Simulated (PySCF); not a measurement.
Working out the ionisation energy of Se⁺

Se⁺ [Ar] 3d10 4s2 4p3 (4S) → Se²⁺ [Ar] 3d10 4s2 4p2 (3P). Computed with PySCF 2.14 in dyall-av2z, with no relativity, point nucleus. Frozen: [Ar] 3d10; the 39 highest virtual orbitals dropped. Energies in hartree (1 hartree = 27.21139 eV):

| part | Se⁺ (lower) | Se²⁺ (upper) |
| --- | --- | --- |
| UHF | -2399.529953 | -2398.764815 |
| CCSD correlation | -0.078912 | -0.066666 |
| (T) | -0.001133 | -0.000827 |

Q: What does Hartree-Fock give?

A: (-2398.764815) − (-2399.529953) = 0.765138 hartree = 20.820 eV.

Q: What do CCSD and CCSD(T) give?

A: The CCSD correlation energies differ by 0.012246 hartree = 0.333 eV and the triples by 0.000306 hartree = 0.008 eV, so CCSD gives 21.153 eV and CCSD(T) 21.161 eV.

A first-order spin-orbit estimate adds -0.264 eV to CCSD(T) (valence), giving 20.897 eV against 21.196 ± 0.01 eV (measured; NIST Atomic Spectra Database, ionization energies).

The calculation is non-relativistic.

A double-zeta basis recovers only part of the correlation energy.

What remains against the reference includes basis incompleteness, the frozen core and higher excitations.
